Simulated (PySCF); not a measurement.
**Reproducing measurements on BF3H3P**

**Measured values to compare with.**

From Beach, A photoelectron spectroscopic study of bonding in inorganic and organometallic compounds, PhD thesis, LBL 1985, for the gas: B 1s binding energy of B1 194.69 eV; F 1s binding energy of F3/F4/F5 694.3 eV.

The results are set against them at the end.

Species: BF3H3P.
SMILES with atom numbers: `[BH3-:1][P+:2]([F:3])([F:4])[F:5]` (hydrogens: H6, H7, H8 on B1)

Geometry (PBE0-D3(BJ)/def2-TZVP, Å), atoms numbered from 1 in this order:
```
atom  x, y, z in Å
B1     1.085   -0.119    0.044
P2    -0.739    0.078   -0.042
F3    -1.509   -0.791   -1.057
F4    -1.291    1.472   -0.404
F5    -1.551   -0.213    1.236
H6     1.218   -1.280    0.346
H7     1.399    0.672    0.900
H8     1.442    0.161   -1.075
```

Runs made with PySCF (gas phase, on this PBE0-D3(BJ)/def2-TZVP geometry; non-relativistic but for the core-level run):

```tsv
level	job	basis functions
delta-SCF UKS SCAN, pcX-3 on the ionised atom, pcseg-2 elsewhere, spin-free X2C	ΔSCF core ionisation, 4 holes	261
```

Results beside the measurements:

**Core binding energies.** PySCF 2.14.0, delta-SCF UKS SCAN, pcX-3 on the ionised atom, pcseg-2 elsewhere, spin-free X2C.

```csv
level and atom,computed (eV),measured (eV),computed − measured (eV)
"B 1s, B1",194.64,194.69,-0.05
"F 1s, F3/F4/F5",694.89,694.3,+0.59
```

Sources, in the order of the opening: Beach, A photoelectron spectroscopic study of bonding in inorganic and organometallic compounds, PhD thesis, LBL 1985. Against the first value of each row the mean signed difference is +0.27 eV and the largest in size +0.59 eV. The computed values are vertical, without vibrational structure; measured positions hang on the energy calibration. The first atom of each set that the bonding makes equivalent was ionised and stands for the set.

The geometry is computed, not the measured one. Where a level misses, the cause wasn't examined.
